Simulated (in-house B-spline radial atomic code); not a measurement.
**Ionising Pb²⁺ with different functionals**

Computed with a B-spline radial code for spherical atoms: scalar-relativistic (spin-free X2C) Hamiltonian, Fermi nucleus of rms radius 5.5012 fm, spin-polarised at highest spin, spherical fractional occupations for the functionals, and exact exchange of hybrids averaged over the configuration. The ionisation energy is the difference of two self-consistent energies, [Xe] 4f14 5d10 6s2 → [Xe] 4f14 5d10 6s1, without Breit or QED terms; ε is the level of the shell that loses the electron (its least bound occupied spin orbital). There is no spin-orbit coupling in this Hamiltonian.

```
   method                    rung  ΔSCF (eV)  -ε(6s) (eV)
     PBE0           global hybrid      31.75        28.32
    B3LYP           global hybrid      32.09        28.32
    TPSSh           global hybrid          ?            ?
BHandHLYP           global hybrid      31.52        29.25
  r2SCAN0           global hybrid      31.66        28.55
    B97-1           global hybrid      31.88        28.10
    HSE06  range-separated hybrid      31.78        27.94
    wB97X  range-separated hybrid          ?            ?
CAM-B3LYP  range-separated hybrid      31.98        29.84
  LC-wPBE  range-separated hybrid      31.55        30.93
```

Question: What does TPSSh give?

Answer: ΔSCF 31.72 eV, and -ε(6s) = 27.63 eV.

Question: What does wB97X give?

Answer: ΔSCF 31.67 eV, and -ε(6s) = 30.62 eV.

Question: Among the functionals, which spreads more, the ΔSCF values or the orbital energies?

Answer: The orbital energies: ΔSCF values span about 0.57 eV and the orbital energies 3.30 eV; here energy differences depend much less on the functional than eigenvalues do.

Question: How do they compare with the NIST value?

Answer: NIST lists 31.937 eV (measured, ground level to ground level). Errors run from -0.42 to +0.16 eV; CAM-B3LYP is closest (+0.04 eV), but part of that can be cancellation, since the calculations leave out Breit-QED terms.
